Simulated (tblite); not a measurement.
Compound: CH9FNSi4 (doublet state).
Numbering: `[F:1][SiH2:2][Si@@H:3]1[CH:4][SiH2:5][N:6]1[SiH3:7]` (hydrogens: H8, H9 on Si2; H10 on Si3; H11 on C4; H12, H13 on Si5; H14, H15, H16 on Si7)

A start from a force field or distance geometry was refined with tblite, GFN2-xTB geometry optimisation, gas phase. Values at the start:

```tsv
coordinate	start
F1–Si2	1.617 Å
Si2–Si3	2.308 Å
Si2–H8	1.503 Å
Si2–H9	1.480 Å
Si3–C4	1.822 Å
Si3–N6	1.714 Å
Si3–H10	1.487 Å
C4–Si5	1.803 Å
C4–H11	1.067 Å
Si5–N6	1.680 Å
Si5–H12	1.483 Å
Si5–H13	1.478 Å
N6–Si7	1.673 Å
Si7–H14	1.485 Å
F1–Si2–Si3	110.5°
Si2–Si3–C4	116.0°
Si2–Si3–N6	116.6°
Si3–C4–Si5	86.4°
Si3–N6–Si5	93.9°
Si3–N6–Si7	112.4°
C4–Si5–N6	86.8°
Si5–N6–Si7	112.2°
F1–Si2–Si3–C4	-71°
Si2–Si3–C4–Si5	-137°
Si3–C4–Si5–N6	20°
C4–Si5–N6–Si7	-138°
```

Q: How do these coordinates change at the GFN2-xTB level?

A: 
```tsv
coordinate	GFN2-xTB (Å or °)	change
Si5–N6	1.761	+0.081
C4–Si5	1.870	+0.067
Si3–N6	1.775	+0.061
N6–Si7	1.720	+0.047
Si3–C4	1.864	+0.042
Si2–H8	1.463	-0.040
Si5–H12	1.464	-0.019
Si2–H9	1.463	-0.017
Si7–H14	1.469	-0.016
Si5–H13	1.464	-0.014
Si2–Si3	2.297	-0.011
C4–H11	1.077	+0.010
Si3–H10	1.478	-0.009
F1–Si2	1.620	+0.003
Si3–N6–Si7	130.3	+17.9
Si5–N6–Si7	129.9	+17.7
Si3–C4–Si5	92.7	+6.3
F1–Si2–Si3	104.7	-5.8
Si3–N6–Si5	99.6	+5.7
Si2–Si3–N6	111.1	-5.5
Si2–Si3–C4	119.6	+3.6
C4–Si5–N6	84.0	-2.8
C4–Si5–N6–Si7	-177	-39
Si2–Si3–C4–Si5	-112	+25
F1–Si2–Si3–C4	-90	-19
Si3–C4–Si5–N6	2	-18
```

The energy falls by 1.193 eV over 81 L-BFGS steps, the largest force on an atom goes from 4.56 to 0.009 eV/Å, and the atoms move by 0.467 Å rms after alignment. The bond that changes most is Si5–N6 (ends: silicon bonded to C, N and 2 H; nitrogen bonded to 3 Si), which lengthens by 0.081 Å. Bonds longer at the end by more than 0.005 Å: 6 of 16; shorter: 9. Among the dihedrals that turn most is Si2–Si3–C4–H11, from -6° to 61°. Rotational constants go from 2308, 735.7, 601.0 to 1830, 770.0, 593.4 MHz.

Hardware: one thread, Arm Neoverse V2 (aarch64), no GPU, on a shared host. Cost: 0.67 s.

Its GFN2-xTB frequencies are all real (lowest 27 cm⁻¹). 3 starts were optimised and ended at 0.00, 0.01 and 0.10 kcal/mol (GFN2-xTB); the lowest of these is shown.

One conformer stands for the species.

All values are computed, not measured.
